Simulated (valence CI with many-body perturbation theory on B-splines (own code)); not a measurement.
**Ce X: electric-dipole lines**

Calculated by configuration interaction combined with many-body perturbation theory (CI+MBPT): three valence electrons over a frozen Dirac-Fock core [Kr] 4d10, a basis of 7 s, 7 p, 7 d, 7 f, 4 g, 2 h functions for each j, with the one-electron correlation potential Σ1 (screened to all orders), the two-electron term Σ2, the three-electron term Σ3, Breit, model QED; selected single and double excitations, second order for the rest, scaled by the run's own slope (own B-spline code, finite nucleus).

No measured spectrum was set against this ion. As an estimate, levels hold to about 250 cm⁻¹ or 0.2 % of their energy and the worst to 1 %, as in measured heavy ions of charge 2 to 7; those with d or f electrons hold less well.

Lines 201 to 250 of 581 in falling wavelength, among levels below 60.939 eV, chosen from the strongest by gf and those to the six lowest levels. Wavelengths and rates use the calculated energies, so an error of 400 cm⁻¹ moves a line at 53.07 nm by 0.21 % and its rate by three times that or more. Electric multipoles are in the length gauge, E1 and E2 with the static RPA response of the core. Weak lines are less certain than strong ones. Lines between different terms over intervals too small for the method are left out, as are lines whose strength nearly cancels. Where a level lies close to another of its J and parity, the split of strength between their lines is uncertain. The highest levels of a list are the least certain.

Names give the largest LS component (configuration and term), which can be under half, so a name can repeat, a term be missing and a line seem to break the LS rules; names also repeat where a configuration has a term twice. Letters in brackets count levels of one name in rising energy.

```tsv
λ vac (nm)	Upper	Lower	A (s⁻¹)	S (a.u.)
53.07	4f 5p2 4D°_7/2 [b]	4f 5s 5p 4F_5/2	2.17e+09	1.28e+00
52.70	4f2 5p 2I°_13/2 [b]	4f2 5s 4H_13/2	8.47e+08	8.57e-01
52.57	4f 5p2 4F°_9/2 [a]	4f 5s 5p 4F_9/2	6.63e+08	4.75e-01
52.50	4f 5s 5d 4D°_7/2	4f2 5s 4P_5/2	3.02e+09	1.73e+00
52.42	4f 5s 5d 4D°_5/2	4f2 5s 4P_3/2	3.30e+09	1.41e+00
52.29	4f 5p2 2G°_7/2 [a]	4f 5s 5p 4G_5/2	1.63e+09	9.20e-01
52.29	4f2 5p 2I°_13/2 [b]	4f2 5s 4H_11/2	6.22e+08	6.15e-01
52.19	5s 5p 5d 2F°_5/2 [b]	4f2 5s 2P_3/2 [b]	1.17e+09	4.94e-01
52.17	4f 5p2 4F°_9/2 [b]	4f 5s 5p 2F_7/2 [b]	1.70e+09	1.19e+00
52.16	4f 5p2 4F°_9/2 [a]	4f 5s 5p 2F_7/2 [a]	1.77e+09	1.24e+00
52.10	4f 5p2 2F°_7/2 [a]	4f 5s 5p 4F_9/2	1.35e+09	7.52e-01
52.07	4f 5p2 4F°_5/2	4f 5s 5p 4D_3/2	1.92e+09	8.02e-01
52.04	4f 5s 5p 2F_5/2 [b]	4f 5s2 2F°_7/2	4.22e+08	1.76e-01
52.02	4f 5p2 2F°_5/2 [b]	4f 5s 5p 2G_7/2 [a]	2.24e+09	9.35e-01
51.98	4f 5p2 2F°_7/2 [c]	4f 5s 5p 2F_7/2 [c]	2.67e+09	1.48e+00
51.91	4f 5s 5d 2F°_7/2	4f2 5s 2D_5/2	2.36e+09	1.31e+00
51.88	4f 5p2 4F°_7/2	4f 5s 5p 4D_5/2	1.60e+09	8.83e-01
51.84	4f 5p2 4D°_7/2 [b]	4f 5s 5p 4F_7/2 [a]	2.41e+09	1.33e+00
51.81	4f 5p2 2G°_9/2 [a]	4f 5s 5p 4F_7/2 [a]	1.64e+09	1.12e+00
51.80	5s 5p2 2D_3/2	5s2 5p 2P°_1/2	2.44e+09	6.71e-01
51.77	4f 5p2 2F°_7/2 [b]	4f 5s 5p 2G_9/2 [a]	1.96e+09	1.08e+00
51.75	4f2 5p 4G°_11/2 [a]	4f 5s 5p 4G_11/2	1.24e+09	1.02e+00
51.62	4f 5p2 2D°_5/2	4f 5s 5p 4G_5/2	2.76e+09	1.12e+00
51.59	4f 5p2 4G°_11/2	4f 5s 5p 4F_9/2	3.72e+09	3.03e+00
51.51	4f 5p2 2D°_3/2 [b]	4f 5s 5p 2F_5/2 [a]	1.60e+09	4.33e-01
51.51	4f 5s 5d 2F°_5/2	4f2 5s 2D_3/2	1.40e+09	5.67e-01
51.47	4f 5p2 2G°_7/2 [b]	4f 5s 5p 2F_5/2 [a]	2.29e+09	1.23e+00
51.47	4f 5s 5d 2H°_9/2	4f2 5s 2I_11/2	4.28e+09	2.88e+00
51.42	4f 5s 5p 2F_7/2 [c]	4f 5s2 2F°_7/2	1.11e+10	5.97e+00
51.41	4f 5s 5d 2D°_3/2	4f2 5s 2D_3/2	2.05e+09	5.50e-01
51.39	4f 5p2 2F°_7/2 [b]	4f 5s 5p 2D_5/2 [a]	3.33e+09	1.79e+00
51.38	4f 5s 5d 4P°_3/2	4f2 5s 4P_5/2	1.78e+09	4.76e-01
51.35	4f 5p2 4F°_9/2 [b]	4f 5s 5p 4G_11/2	1.54e+09	1.03e+00
51.35	4f 5s 5p 2F_5/2 [b]	4f 5s2 2F°_5/2	1.15e+10	4.59e+00
51.23	4f 5p2 2F°_5/2 [d]	4f 5s 5p 2F_5/2 [b]	1.91e+09	7.60e-01
51.14	4f 5s 5d 4P°_1/2	4f2 5s 4P_3/2	4.40e+09	5.81e-01
51.13	4f 5p2 2D°_3/2 [a]	4f 5s 5p 4F_5/2	1.99e+09	5.25e-01
51.13	4f 5p2 4D°_5/2	4f 5s 5p 4F_7/2 [a]	2.37e+09	9.38e-01
51.11	4f 5s 5d 4P°_5/2	4f2 5s 4P_5/2	4.99e+09	1.97e+00
51.04	4f 5s 5d 4P°_3/2	4f2 5s 4P_1/2	2.52e+09	6.63e-01
51.02	4f 5s 5d 2G°_7/2	4f2 5s 2G_7/2	1.44e+09	7.52e-01
51.00	4f2 5p 2D°_5/2 [d]	4f2 5s 2D_5/2	5.10e+09	2.00e+00
51.00	4f 5p2 4D°_7/2 [b]	4f 5s 5p 4G_5/2	9.88e+08	5.18e-01
50.99	4f 5p2 4F°_7/2	4f 5s 5p 4F_7/2 [b]	1.08e+09	5.66e-01
50.94	4f 5p2 4F°_9/2 [a]	4f 5s 5p 4F_7/2 [a]	3.42e+09	2.23e+00
50.90	4f 5p2 4F°_7/2	4f 5s 5p 4G_9/2	1.06e+09	5.54e-01
50.90	4f 5s 5d 4P°_5/2	4f2 5s 4P_3/2	2.26e+09	8.82e-01
50.80	4f 5p2 2H°_11/2	4f 5s 5p 4G_11/2	2.59e+09	2.02e+00
50.77	4f 5s 5d 2G°_9/2	4f2 5s 2G_9/2	9.08e+08	5.86e-01
50.76	5p3 4S°_3/2 [b]	5s 5p2 4P_5/2	2.92e+09	7.55e-01
```
